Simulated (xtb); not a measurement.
xtb input (GFN2-xTB):

```bash
xtb mol.xyz --gfn 2 --sp --chrg 0 --uhf 0
```
mol.xyz:
```
14

Si    -2.08271016     1.16685804    -0.08645439
Si    -1.17969787    -0.95437067     0.33779647
Si     1.11436054    -0.75439425     0.77827168
Si     2.14395526     0.43488275    -0.95971168
H     -1.79925194     2.07317811     1.05305053
H     -1.45635992     1.73511341    -1.30470111
H     -3.55030887     1.10285426    -0.29060147
H     -1.37194873    -1.81414297    -0.85872228
H     -1.88291602    -1.58945898     1.48211595
H      1.74210566    -2.09314928     0.92315451
H      1.30202613    -0.01454041     2.05311435
H      1.59192740     1.81037807    -1.01101245
H      1.86975584    -0.22929215    -2.25737207
H      3.61226177     0.51739773    -0.76765506
```

End of the output:

```
         :::::::::::::::::::::::::::::::::::::::::::::::::::::
         ::                     SUMMARY                     ::
         :::::::::::::::::::::::::::::::::::::::::::::::::::::
         :: total energy             -11.968635052031 Eh    ::
         :: gradient norm              0.024150016547 Eh/a0 ::
         :: HOMO-LUMO gap              3.715146617415 eV    ::
         ::.................................................::
         :: SCC energy               -12.063292447961 Eh    ::
         :: -> isotropic ES            0.026534403610 Eh    ::
         :: -> anisotropic ES          0.002619552394 Eh    ::
         :: -> anisotropic XC          0.011715964983 Eh    ::
         :: -> dispersion             -0.011643306499 Eh    ::
         :: repulsion energy           0.094657395930 Eh    ::
         :: add. restraining           0.000000000000 Eh    ::
         :: total charge               0.000000000000 e     ::
         :::::::::::::::::::::::::::::::::::::::::::::::::::::

           -------------------------------------------------
          |                Property Printout                |
           -------------------------------------------------

    * Orbital Energies and Occupations

         #    Occupation            Energy/Eh            Energy/eV
      -------------------------------------------------------------
         1        2.0000           -0.7744890             -21.0749
         2        2.0000           -0.7211086             -19.6224
         3        2.0000           -0.6567518             -17.8711
         4        2.0000           -0.5989649             -16.2987
         5        2.0000           -0.4316161             -11.7449
         6        2.0000           -0.4302182             -11.7068
         7        2.0000           -0.4269642             -11.6183
         8        2.0000           -0.4257475             -11.5852
         9        2.0000           -0.4234498             -11.5227
        10        2.0000           -0.4225629             -11.4985
        11        2.0000           -0.3855179             -10.4905
        12        2.0000           -0.3635482              -9.8927
        13        2.0000           -0.3446818              -9.3793 (HOMO)
        14                         -0.2081527              -5.6641 (LUMO)
        15                         -0.2044979              -5.5647
        16                         -0.2010720              -5.4714
        17                         -0.1918473              -5.2204
        18                         -0.1887961              -5.1374
        19                         -0.1822101              -4.9582
        20                         -0.1694110              -4.6099
        21                         -0.1583299              -4.3084
        22                         -0.1552580              -4.2248
        23                         -0.1423488              -3.8735
        24                         -0.1367883              -3.7222
       ...                                ...                  ...
        46                          0.8461546              23.0250
      -------------------------------------------------------------
                  HL-Gap            0.1365291 Eh            3.7151 eV
             Fermi-level           -0.2764173 Eh           -7.5217 eV

     #   Z          covCN         q      C6AA      α(0)
     1  14 Si       3.668     0.361   100.861    19.246
     2  14 Si       3.686     0.278   102.902    19.433
     3  14 Si       3.686     0.278   102.902    19.433
     4  14 Si       3.668     0.361   100.861    19.246
     5   1 H        0.912    -0.132     6.837     4.090
     6   1 H        0.912    -0.134     6.933     4.118
     7   1 H        0.912    -0.117     6.186     3.891
     8   1 H        0.911    -0.134     6.922     4.116
     9   1 H        0.911    -0.123     6.434     3.968
    10   1 H        0.911    -0.123     6.434     3.968
    11   1 H        0.911    -0.134     6.922     4.116
    12   1 H        0.912    -0.134     6.933     4.118
    13   1 H        0.912    -0.132     6.837     4.090
    14   1 H        0.912    -0.117     6.186     3.891

 Mol. C6AA /au·bohr⁶  :       4337.214372
 Mol. C8AA /au·bohr⁸  :     184665.064384
 Mol. α(0) /au        :        117.722515

Wiberg/Mayer (AO) data.
largest (>0.10) Wiberg bond orders for each atom

 ---------------------------------------------------------------------------
     #   Z sym  total        # sym  WBO       # sym  WBO       # sym  WBO
 ---------------------------------------------------------------------------
     1  14 Si   3.655 --     7 H    0.897     5 H    0.894     6 H    0.893
                             2 Si   0.860
     2  14 Si   3.681 --     9 H    0.889     8 H    0.887     1 Si   0.860
                             3 Si   0.858
     3  14 Si   3.681 --    10 H    0.889    11 H    0.887     4 Si   0.860
                             2 Si   0.858
     4  14 Si   3.655 --    14 H    0.897    13 H    0.894    12 H    0.893
                             3 Si   0.860
     5   1 H    0.983 --     1 Si   0.894
     6   1 H    0.982 --     1 Si   0.893
     7   1 H    0.986 --     1 Si   0.897
     8   1 H    0.982 --     2 Si   0.887
     9   1 H    0.985 --     2 Si   0.889
    10   1 H    0.985 --     3 Si   0.889
    11   1 H    0.982 --     3 Si   0.887
    12   1 H    0.982 --     4 Si   0.893
    13   1 H    0.983 --     4 Si   0.894
    14   1 H    0.986 --     4 Si   0.897
 ---------------------------------------------------------------------------

Topologies differ in total number of bonds
Writing topology from bond orders to xtbtopo.mol

molecular dipole:
                 x           y           z       tot (Debye)
 q only:       -0.008      -0.205       0.134
   full:       -0.002      -0.055       0.036       0.166
molecular quadrupole (traceless):
                xx          xy          yy          xz          yz          zz
 q only:        0.016       0.150      -0.390       0.286       0.843       0.373
  q+dip:       -0.263       0.100      -0.613       0.237       1.675       0.876
   full:       -0.542       0.127      -0.448       0.251       1.616       0.990

           -------------------------------------------------
Note: The following floating-point exceptions are signalling: IEEE_UNDERFLOW_FLAG IEEE_DENORMAL
normal termination of xtb
          | TOTAL ENERGY              -11.968635052031 Eh   |
          | GRADIENT NORM               0.024150016547 Eh/α |
          | HOMO-LUMO GAP               3.715146617415 eV   |
           -------------------------------------------------

------------------------------------------------------------------------
------------------------------------------------------------------------
 total:
 SCF:
```
